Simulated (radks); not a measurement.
Results of a calculation; reference values are marked as such.
Spherical quantum dot in the effective-mass picture: electrons in a hard-walled sphere of radius 1.28, with a point charge +1 (a donor) at the centre, all in effective atomic units (hartree* = m*/eps^2 hartree, bohr* = eps/m* bohr), one dielectric constant everywhere. Level of theory: non-relativistic Kohn-Sham, exchange-only LDA, spin-polarised, spherical densities (a radial shooting solver with Libxc functionals). Levels are named by radial order and angular momentum (1s, 1p, 1d, 2s, ...), and open shells are averaged over m. Results are scaled to m* = 0.595 and eps = 14.9, for which hartree* = 72.93 meV and bohr* = 1.325 nm.

N = 28, configuration 1s2 1p6 1d10 2s2 1f(up 7, down 1). This is the lowest configuration that the search found. Occupied and some empty levels:

| level | occupation | eigenvalue (meV) | <r> (nm) |
|---|---|---|---|
| 1s up | 1 | 2297.5 | 0.9930 |
| 1s down | 1 | 2311.6 | 0.9865 |
| 1p up | 3 | 2461.7 | 1.103 |
| 1p down | 3 | 2478.4 | 1.100 |
| 1d up | 5 | 2699.2 | 1.167 |
| 1d down | 5 | 2717.1 | 1.166 |
| 2s up | 1 | 2923.6 | 0.7727 |
| 2s down | 1 | 2931.5 | 0.7760 |
| 1f up | 7 | 3005.0 | 1.214 |
| 1f down | 1 | 3023.5 | 1.213 |
| 1g up | 0 | 3374.2 | 1.251 |
| 2p up | 0 | 3386.7 | 0.8887 |
| 1g down | 0 | 3393.1 | 1.250 |
| 2p down | 0 | 3396.3 | 0.8888 |
| 2d up | 0 | 3883.0 | 0.9658 |
| 2d down | 0 | 3894.2 | 0.9653 |

Energy (meV): total 46845.3, kinetic 21632, external -2706.0, Hartree 30409, exchange-correlation -2489.4.
